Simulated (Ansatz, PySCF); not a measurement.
H₇Si₃, SMILES [SiH2][SiH2][SiH3] (connectivity only; charge and spin as stated), charge +1, multiplicity 1.

Coordinates come from a B3LYP-D3(BJ)/def2-SVP optimisation. The spin state was assumed, not searched. The isomer is the one that the SMILES or the coordinates give; other isomers of the formula were not compared.

Vertical ionisation energy (IE) and electron affinity (EA) in eV. Rows of orbital energies are one-electron estimates. Where ΔSCF, EOM or ADC give a negative EA the extra electron is unbound and the value depends on the basis.

```csv
level,IE,EA
"−ε(HOMO), −ε(LUMO), HF/def2-TZVPD (PySCF)",15.25,5.64
"−ε(HOMO), −ε(LUMO), PBE/def2-TZVPD (PySCF)",12.12,9.63
"ΔSCF, PBE0/def2-SVPD (Ansatz), final states of multiplicity 2 and 2",14.97,7.16
"ΔSCF, PBE/def2-SVPD (Ansatz), final states of multiplicity 2 and 2",14.90,7.07
```

Q: What vertical singlet–triplet gap does ΔSCF give with PBE0/def2-SVPD (Ansatz, a program for electronic structure) and with PBE/def2-SVPD (Ansatz)? (The exact figures need the calculation; the answer reports its results.)

A: 2.50 and 2.44 eV (triplet above singlet where positive).
